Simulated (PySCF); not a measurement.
## Electron correlation in Zr⁻ (zirconium, charge -1)

[Kr] 4d3 5s2, high-spin 4F determinant. All numbers are calculated (PySCF 2.14, a scalar-relativistic core potential, in def2-QZVPPD with the def2 core potential (28 electrons) (7s5p4d3f2g, 81 functions)). Frozen: 4s2 4p6; 5 electrons correlated.

MP2 pair energies summed by pair of shells (mhartree):

| pair | energy | share (%) |
| --- | --- | --- |
| 4d-5s | -29.51 | 47.3 |
| 4d-4d | -17.16 | 27.5 |
| 5s-5s | -15.77 | 25.3 |

Total MP2 correlation energy: -62.43 mhartree.

Same-spin part -28.70 and opposite-spin part -33.73 mhartree; SCS-MP2 scales them by 1/3 and 6/5 to -50.04 mhartree.

The Hartree-Fock reference does not bind the outermost electron (its level is positive or very diffuse), so these energies belong to a reference that the basis holds together.
